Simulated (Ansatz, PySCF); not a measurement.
This PySCF input computes a CCSD(T)/cc-pVDZ energy:

```python
from pyscf import gto, scf, mp, cc as ccmod

mol = gto.M(
    atom='''
    F     0.89191278    0.56167358   -0.93837872
    B    -0.00000000    0.00000000   -0.00000000
    F    -0.86472206   -0.90277354   -0.65482512
    F     0.73197981   -0.68581884    0.99267231
    F    -0.75917054    1.02691880    0.60053153
    ''',
    basis='cc-pvdz',
    charge=-1,
    spin=0,
    verbose=4,
)

mf = scf.RHF(mol)
mf.conv_tol = 1e-10
mf.max_cycle = 100
mf.kernel()
mp2 = mp.MP2(mf, frozen=5).run()
cc = ccmod.CCSD(mf, frozen=5)
cc.max_cycle = 100
cc.kernel()
et = cc.ccsd_t()
print(f'E(CCSD(T)) = {cc.e_tot + et:.9f}')
```

**Question.** Write an input for the same energy in Ansatz (a program for electronic structure) and say what it gives.

**Answer.** 
Ansatz 0.2 input:
```yaml
crystal:
  periodic: [false, false, false]
  atoms:
    - {symbol: F, position_ang: [0.89191278, 0.56167358, -0.93837872]}
    - {symbol: B, position_ang: [-0.00000000, 0.00000000, -0.00000000]}
    - {symbol: F, position_ang: [-0.86472206, -0.90277354, -0.65482512]}
    - {symbol: F, position_ang: [0.73197981, -0.68581884, 0.99267231]}
    - {symbol: F, position_ang: [-0.75917054, 1.02691880, 0.60053153]}
basis:
  gaussian:
    orbitals: cc-pVDZ
total_charge: -1
magnetization: {spin_polarized: false}
correlation: {method: ccsd_t, electrons: outside_noble_gas}
```
It gives -423.60126 Eh, and PySCF -423.60127 Eh, a difference of 0.01 mEh.

It need not be the lowest isomer of its formula.
